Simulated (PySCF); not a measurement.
Polarisability and C₆ of Cs⁺ (caesium, charge +1)

[Xe], closed-shell 1S. All numbers are calculated (PySCF 2.14, scalar relativity by spin-free X2C-1e, in aug-cc-pVTZ-X2C). Coupled (time-dependent) response in atomic units; α is the mean over directions.

```
method  mean α (bohr³)  C₆ (like pair)  S(−4)
   UHF           15.49           127.9  33.83
   PBE           15.98           132.4  37.49
  PBE0           15.68           129.3  35.46
M06-2X           15.19           122.0  34.05
```

S(−4) is the Cauchy moment in α(ω) = α(0) + S(−4) ω² + …

α(iu) at UHF:

```csv
u (hartree),α(iu) (bohr³)
0,15.49
0.0500,15.41
0.100,15.16
0.200,14.26
0.300,12.99
0.500,10.18
0.750,7.259
1.00,5.245
1.50,3.012
2.00,1.945
3.00,1.019
5.00,0.4344
```

A single London oscillator, α(iu) = α/(1 + u²/ω²), gives C₆ = (3/4) ω α². Matching the computed C₆ needs ω = 4 × 127.9 / (3 × 15.49²) = 0.711 hartree.

For an ion, C₆ is the dispersion term alone; charge-induced terms of lower order in 1/R come first.

Spin-orbit coupling, which splits the p, d and f shells strongly at this Z, is absent.
